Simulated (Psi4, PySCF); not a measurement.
CaF₂, triplet, at the geometry of the source list (a higher spin typed on purpose: for a closed-shell molecule this is an excited state), atoms displaced at random by about 0.08 Å a coordinate. Base run: PySCF with TPSS/STO-3G, gradient.

Input for PySCF:
```python
from pyscf import gto, scf, dft

mol = gto.Mole()
mol.atom = '''
    Ca    0.657864   -0.018171   -0.170587
    F    -0.560407    1.219629   -0.932538
    F     0.070905   -1.125452    0.953952
'''
mol.basis = 'sto-3g'
mol.charge = 0
mol.spin = 2
mol.verbose = 4
mol.build()

mf = dft.UKS(mol)
mf.xc = 'tpss'
mf.kernel()
g = mf.nuc_grad_method()
grad = g.kernel()
```

Programs used: Psi4, PySCF; a row that names a program was run with it.

The coordinate followed is y of atom 1.

The base run was repeated with changes; each row names its change, and settings that it needs were set with it.

```csv
change,dE/dx (Eh/bohr),net force (Eh/bohr),outcome
base,-0.109545,0.000434,converged
finite difference step (bohr) = 0.2; conv_tol = 1e-11,-,-,not converged
code = psi4,-0.109496,0.000675,converged
grids.level = 0; grid_response = on,-0.115787,0.000000,converged
grid_response = on,-0.109886,0.000000,converged
conv_tol = 1e-4,-0.106167,0.000437,converged
grids.level = 1; grid_response = on,-,-,not converged
finite difference step (bohr) = 0.05; conv_tol = 1e-11,-0.109866,-,converged
finite difference step (bohr) = 1e-4; conv_tol = 1e-11,-,-,not converged
grids.level = 5; grid_response = on,-0.109608,0.000000,converged
grids.level = 5; grid_response = off,-0.109562,0.000157,converged
grids.level = 0; grid_response = off,-0.107736,0.014332,converged
```

The net force is zero for an exact gradient.

Open shells are given as the SCF converged; they aren't shown to be the lowest states, and a large step between rows can be another state.
